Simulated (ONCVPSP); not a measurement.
# mercury: one change to an ONCV potential, before and after

* Element: Hg
* Generator: ONCVPSP 4.0.1
* Type: optimised norm-conserving Vanderbilt (ONCV)
* Functional: PBE
* Relativity: non-relativistic
* Frozen core: [Xe]
* Valence charge: 26
* Reference configuration: 4f14 5d10 6s1.75 6p0.25
* Partial waves: 6s: rc 2.70 bohr, ncon 4, nbas 9, qcut 2.4 1/bohr, 3 projectors, debl 3.4 Ha; 6p: rc 3.75 bohr, ncon 4, nbas 8, qcut 2.6 1/bohr, 1 projector; 5d: rc 1.50 bohr, ncon 4, nbas 7, qcut 7 1/bohr, 1 projector; 4f: rc 0.55 bohr, ncon 4, nbas 9, qcut 31.5 1/bohr, 2 projectors, debl 4 Ha
* Local potential: polynomial inside 0.45 bohr (lpopt 1, dvloc0 2 Ha)
* Core correction: Teter function fitted to the true core (icmod 2), fcfact 0.45

In the f channel the program set the typed energies aside and used -4.111, 0.250 Ha.

Change: p: rc 4.52.

Cutoffs: the cutoffs (Ha) at which the residual kinetic energy of the hardest occupied pseudo-wave falls to 1 and 0.1 mHa per electron; they do not see the model core or the augmentation charge, which bear on the density cutoff. Errors are all-electron minus pseudo energies relative to the spin-unpolarised reference configuration.

Problem. What does the change do?

Solution. The potential gets neither clearly harder nor softer (423 Ha and 461 Ha → 423 Ha and 461 Ha); both files keep a bound ghost (d, p, s); of the 3 tests that both files solve, the error grows in 2 and shrinks in 0 by more than 15 % and 0.3 meV (median size 1.9 → 3.9 meV).

```csv
quantity,base,changed
"cutoff, loose",423 Ha,423 Ha
"cutoff, tight",461 Ha,461 Ha
loose cutoff by channel,"s 4.7 Ha, p 1.0 Ha, d 21 Ha, f 423 Ha","s 4.7 Ha, p 1.0 Ha, d 21 Ha, f 423 Ha"
bound ghosts,"s, p, d","s, p, d"
GHOST(+) flags under 300 eV,s at 229.6 eV,s at 229.6 eV
tests with a reliable result,3 of 4,3 of 4
"error for 4f14 5d10 6s2 6p0, meV [ΔE -1.00 eV]",+0.1,+0.4
"error for 4f14 5d10 6s1 6p0, meV [ΔE 7.67 eV]",-1.9,-3.9
"error for 4f14 5d9 6s2 6p0, meV [ΔE 16.86 eV]",-51,-56
s: phases at 2.75 bohr within 0.05 rad from the reference energy up to (Ha; the scan ends near 5),n/a,n/a
d: phases at 1.52 bohr within 0.05 rad from the reference energy up to (Ha; the scan ends near 5),to the end of the scan,to the end of the scan
f: phases at 0.56 bohr within 0.05 rad from the reference energy up to (Ha; the scan ends near 5),to the end of the scan,to the end of the scan
"rms error of d²Exc/dni dnj with the model core, mHa",6.88,6.88
```

 A true bound ghost makes a file unfit for plane-wave use even where its test errors are small: the radial tests pick states by their node count and pass the ghost by.
